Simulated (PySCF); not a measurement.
**[Pb2]2+ at several levels of theory**

Computed with PySCF 2.14.0 (density fitting, no spin-orbit coupling) at the geometry relaxed with B3LYP:

```xyz
2
[Pb2]2+ (singlet)
Pb    0.0000    0.0000    1.7813
Pb    0.0000    0.0000   -1.7813
```

```tsv
level	basis	state	HOMO (eV)	gap (eV)	charge on Pb1 (e)	dipole about the centre of mass (D)	largest force component (eV/Å)
B3LYP	Pb def2-SVP with ECP60	singlet	-14.92	1.68	1.00	0.00	0.01
HF	the same	singlet	-16.27	6.30	1.00	0.00	0.15
revPBE	the same	singlet	-14.25	0.64	1.00	0.00	0.08
PBE	the same	singlet	-14.33	0.60	1.00	0.00	0.02
B3LYP	Pb def2-TZVP with ECP60	singlet	-14.91	1.69	1.00	0.00	0.01
B3LYP	Pb x2c-SVPall	singlet	-14.98	1.70	1.00	0.00	0.41
```

Charges are Mulliken's, which hang on the basis. The relaxation used the grid (50, 194), these runs (75, 302) or, all-electron (x2c bases, spin-free X2C Hamiltonian), (99, 590).

(1) What does TPSS with Pb def2-SVP with ECP60 give here?

The gap of the closed shell is small, and it wasn't tested for a lower spin-broken solution at this geometry.

Small gap, closed shell not tested for a spin-broken solution: TPSS, revPBE, PBE, B3LYP (small-core/TZVP), B3LYP (x2c-SVP).

Answers

(1) state singlet, HOMO (eV) -14.32, gap (eV) 0.77, charge on Pb1 (e) 1.00, dipole about the centre of mass (D) 0.00, largest force component (eV/Å) 0.02. Time: 2.2 s on 2 threads of Arm Neoverse V1, on a shared host, from an already converged density.
